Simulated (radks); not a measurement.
O II, configuration [He] 2s2 2p3 (the NIST ground configuration).

Calculated with a radial shooting solver on a logarithmic mesh with Libxc functionals: scalar-relativistic Kohn-Sham, PBE, spin-polarised, spherical densities, finite nucleus; open shells are filled with parallel spins first; Fermi nuclear charge, rms radius 2.6991 fm.

Energy parts (hartree):
| part | energy |
|---|---|
| total | -74.55520 |
| kinetic | 74.49566 |
| electron-nucleus | -173.00545 |
| Hartree | 31.97378 |
| exchange-correlation | -8.01919 |

Orbitals (lengths in bohr, moments of r in powers of bohr; r(max) is where P^2 peaks):
orbital  occ.  eigenvalue (hartree)  r(max)  <1/r>
1s up       1             -19.60172  0.1292  7.626
1s down     1             -19.52170  0.1290  7.646
2s up       1              -1.52778  0.8493  1.356
2s down     1              -1.31144  0.8641  1.308
2p up       3              -0.96878  0.7736  1.230
2p down     0              -0.75706  0.8015  1.166

The highest occupied level is 2p up at -26.362 eV. The electron density at the nucleus is 323.4 e/bohr^3 (large components only). The density falls to 0.001 e/bohr^3 at r = 2.85 bohr. Spin moment in Bohr magnetons: 3.
